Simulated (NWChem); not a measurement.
System: C4H4N, doublet; SMILES [c]1ccc[nH]1

Input file for NWChem:

```
start job
memory heap 200 mb stack 900 mb global 1100 mb
geometry units angstroms noautosym nocenter noautoz
  C     -1.207370     0.024772     0.000000
  C     -0.457088     1.169455     0.000000
  C      0.905866     0.714985     0.000000
  C      0.906981    -0.662072     0.000000
  N     -0.415394    -1.082090     0.000000
  H     -0.809444     2.190065     0.000000
  H      1.783731     1.348227     0.000000
  H      1.717119    -1.377179     0.000000
  H     -0.734198    -2.038149     0.000000
end
basis spherical
  * library def2-svp
end
dft
  odft
  mult 2
  xc pbe0
  iterations 150
end
cosmo
  dielec 20.7
end
task dft energy
```

In the optimisation the excess spin sits in a' (Cs, its own frame). Structure relaxed at the B3LYP/6-31G* (spherical d), spin-unrestricted level. No stability test was run on the SCF state.

Level: PBE0/def2-SVP with COSMO at NWChem's default radii, gas-phase geometry; the question gives the dielectric constant. Reactions with the solvent are ignored.

**Question.** What results follow from this input? (PBE0/def2-SVP, spin-unrestricted, COSMO on the gas-phase geometry.) Quantities: electrostatic solvation energy (kcal/mol); dipole in solution (D).

**Answer.** The electrostatic solvation energy (kcal/mol) comes out as -5.5 and the dipole in solution (D) is 2.42.
